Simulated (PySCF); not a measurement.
CH₄AlClO, SMILES C[O][AlH][Cl]. Atoms are numbered in the order given.

```xyz
8

Al    -0.9093    -0.1785     0.0000
H     -2.4542    -0.4924     0.0000
Cl     0.5570    -1.7060     0.0000
O     -0.4153     1.4512     0.0000
C      0.7905     2.1722     0.0000
H      0.8480     2.8289    -0.8966
H      1.6898     1.5145     0.0000
H      0.8480     2.8289     0.8966
```

The structure is a stationary point at PBE-D3(BJ)/def2-SVP. Other conformers were not sampled.

These are PySCF with TDA-CAM-B3LYP/def2-SVPD values and carry that method's errors.

Vertical excitations.  State labels are in the subgroup Cs.

| state | symmetry | energy (eV) | λ (nm) | f | main pairs |
|---|---|---|---|---|---|
| S1 | A" | 6.68 | 186 | 0.000 | HOMO−1→LUMO 96 % |
| S2 | A' | 6.89 | 180 | 0.021 | HOMO→LUMO 59 %, HOMO−1→LUMO+1 33 % |
| S3 | A" | 6.94 | 179 | 0.000 | HOMO→LUMO+1 82 % |
| S4 | A" | 7.16 | 173 | 0.017 | HOMO−2→LUMO 89 % |
| S5 | A' | 7.31 | 170 | 0.114 | HOMO−1→LUMO+1 56 %, HOMO→LUMO 34 % |
| S6 | A' | 7.72 | 161 | 0.086 | HOMO−2→LUMO+1 79 % |
| S7 | A" | 7.81 | 159 | 0.000 | HOMO−4→LUMO 73 %, HOMO−3→LUMO+1 19 % |
| S8 | A' | 7.92 | 157 | 0.028 | HOMO−3→LUMO 87 % |
| S9 | A" | 8.03 | 154 | 0.112 | HOMO−3→LUMO+1 60 %, HOMO−4→LUMO 22 % |
| S10 | A" | 8.37 | 148 | 0.072 | HOMO→LUMO+2 62 %, HOMO→LUMO+4 22 % |
| T1 | A' | 6.21 | 200 | 0 | HOMO→LUMO 93 % |
| T2 | A" | 6.51 | 191 | 0 | HOMO−1→LUMO 74 % |
| T3 | A" | 6.59 | 188 | 0 | HOMO−2→LUMO 63 %, HOMO−4→LUMO 18 %, HOMO−1→LUMO 14 % |
| T4 | A" | 6.66 | 186 | 0 | HOMO→LUMO+1 74 % |
Triplets are in the Tamm–Dancoff approximation.
